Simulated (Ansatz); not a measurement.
CH₅Bi⁻, that is BiH2Me with one electron more. Total charge -1; doublet. Geometry PBE-D4/def2-TZVP, that of the neutral singlet; atoms count from 1.

```xyz
7

Bi    0.3733   -1.0200   -1.0056
H    -0.8144   -0.1041   -2.0205
H     1.6528    0.1948   -1.4140
C    -0.2324    0.1083    0.8883
H    -1.2165   -0.2571    1.2035
H    -0.2731    1.1818    0.6824
H     0.5103   -0.1037    1.6659
```

In the def2 sets Bi takes a core potential; there is no spin–orbit coupling. The highest occupied level of the charge -1 doublet lies above zero (up to 2.10 eV). By energy differences it is unbound by 0.81 eV (vertical, against the charge 0 singlet, at PBE0-D4/def2-TZVPD) and held by the finite basis.

Q: Estimate the Mulliken populations from the PBE0/def2-TZVPD orbitals of Ansatz.

A: 
| atom | charge (e) | spin (α − β) |
| --- | --- | --- |
| Bi1 | -0.86 | 0.97 |
| H2 | 0.04 | -0.03 |
| H3 | 0.04 | -0.02 |
| C4 | -1.89 | 1.15 |
| H5 | 0.58 | -0.38 |
| H6 | 0.51 | -0.30 |
| H7 | 0.59 | -0.39 |
Mulliken values depend strongly on the basis. With diffuse functions, as here, like atoms can get unlike values, and bond orders can come out too low or too high.

Q: Where does the spin sit?

A: Summed by element: Bi 0.97, H -1.12, C 1.15, of 1 unpaired in all. Largest on single atoms: C4 1.15, Bi1 0.97, H7 -0.39.

Q: And the Mayer bond orders between heavy atoms (over 0.3)?

A: Bi1–C4 3.04 (2.29 Å).
